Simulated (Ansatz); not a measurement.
Ansatz (a first-principles code) input:
A basis named .json is the Basis Set Exchange file of that set.

Ansatz 0.2 input:
```yaml
crystal:
  periodic: [false, false, false]
  atoms:
    - {symbol: Ge, position_ang: [-0.00000000, -0.00000000, -1.11111405]}
    - {symbol: Se, position_ang: [0.00000000, 0.00000000, 1.04575440]}
basis:
  gaussian:
    orbitals: aug-cc-pVTZ
    fitting: {mean_field: def2-universal-jkfit, correlation: aug-cc-pVTZ-RIFIT.json}
total_charge: -1
magnetization: {spin_polarized: true, initial_magnetization: 1}
correlation: {method: mp2, electrons: outside_noble_gas}
```

Problem. What final total energy does it print?

Solution. -4475.59092 Eh (RI-MP2/aug-cc-pVTZ). The basis has 118 functions.

This state (charge -1, doublet) is run at the relaxed geometry of the species with charge 0 and multiplicity 1.
